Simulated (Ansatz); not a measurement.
CH (SMILES [CH]), doublet, geometry from GFN2-xTB; BLYP/6-311G** in Ansatz (a quantum-chemistry and plane-wave program).

Input for Ansatz:
Ansatz 0.2 input:
```yaml
crystal:
  periodic: [false, false, false]
  atoms:
    - {symbol: C, position_ang: [-0.00000000, -0.00000000, -0.15907913]}
    - {symbol: H, position_ang: [0.00000000, 0.00000000, 0.95447475]}
basis:
  gaussian:
    orbitals: 6-311G__.json
    final_grid: {core_spheres: 6, valence_spheres: 12, degree: 29}
hamiltonian:
  xc: blyp
magnetization: {spin_polarized: true, initial_magnetization: 1}
```
The basis file holds 6-311G** in the JSON format of the Basis Set Exchange.

Problem. Predict the main parts of the log of this Ansatz run.

Solution. 
```
Functional definition: BLYP
190 factors; their error is unknown
mean field evaluation 1: about -1046.2254 eV, gradient 1.1e1 eV
mean field evaluation 2: about -1046.2915 eV, gradient 1.0e1 eV
mean field evaluation 4: about -1046.9393 eV, gradient 1.6e-1 eV
mean field evaluation 8: about -1046.9313 eV, gradient 2.6e-3 eV
mean field evaluation 16: about -1046.9313 eV, gradient 4.3e-6 eV
mean field evaluation 32: about -1046.6218 eV, gradient 5.9e0 eV
mean field -1046.93133870 eV, -38.4740170616 hartree, gradient 1.4e-6 eV, S^2 0.752018; 4 other end points of the search recorded, 0 dependent functions left out
reference -1046.93153570 eV, -38.4740243014 hartree; 4, 3 occupied and 20, 21 virtual orbitals, 190 factors
Total energy: -1046.93153570 eV, -38.4740243014 hartree
```
